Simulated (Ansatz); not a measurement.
`[Cl][Ga]([Cl])[Cl]` and `[SiH3][Ga]([Cl])[Cl]` differ in one atom or group.

Ansatz, PBE0-D4/def2-TZVP geometries, multiplicity 1. 

Scalar relativity is left out up to krypton.

```tsv
property	`[Cl][Ga]([Cl])[Cl]`
HOMO–LUMO gap (ωB97M-V/def2-TZVPP) / eV	11.76
size of the dipole moment (ωB97M-V/def2-TZVPP) / D	0.00
LUMO energy (ωB97M-V/def2-TZVPP) / eV	0.04
size of the dipole moment (PBE/def2-TZVPP) / D	0.00
HOMO energy (B3LYP/def2-TZVPP) / eV	-9.15
LUMO energy (PBE0/def2-TZVPP) / eV	-1.94
```

**Question.** Give the same properties after the change, and the shifts. (Estimate.)

**Answer.** The calculation gave: 
```json
{"property": "HOMO–LUMO gap (ωB97M-V/def2-TZVPP) / eV", "`[SiH3][Ga]([Cl])[Cl]`": "10.17", "shift": "-1.59"}
{"property": "size of the dipole moment (ωB97M-V/def2-TZVPP) / D", "`[SiH3][Ga]([Cl])[Cl]`": "2.71", "shift": "2.71"}
{"property": "LUMO energy (ωB97M-V/def2-TZVPP) / eV", "`[SiH3][Ga]([Cl])[Cl]`": "-0.27", "shift": "-0.31"}
{"property": "size of the dipole moment (PBE/def2-TZVPP) / D", "`[SiH3][Ga]([Cl])[Cl]`": "2.57", "shift": "2.57"}
{"property": "HOMO energy (B3LYP/def2-TZVPP) / eV", "`[SiH3][Ga]([Cl])[Cl]`": "-8.19", "shift": "0.96"}
{"property": "LUMO energy (PBE0/def2-TZVPP) / eV", "`[SiH3][Ga]([Cl])[Cl]`": "-2.04", "shift": "-0.10"}
```

With PBE0 the HOMO rises by 1.04 eV and the LUMO falls by 0.10 eV, so the gap narrows by about 1.14 eV. PBE moves the HOMO by 0.76 eV and ωB97M-V by 1.29 eV.

B3LYP here is the variant with VWN-RPA as its local correlation; programs differ in this.
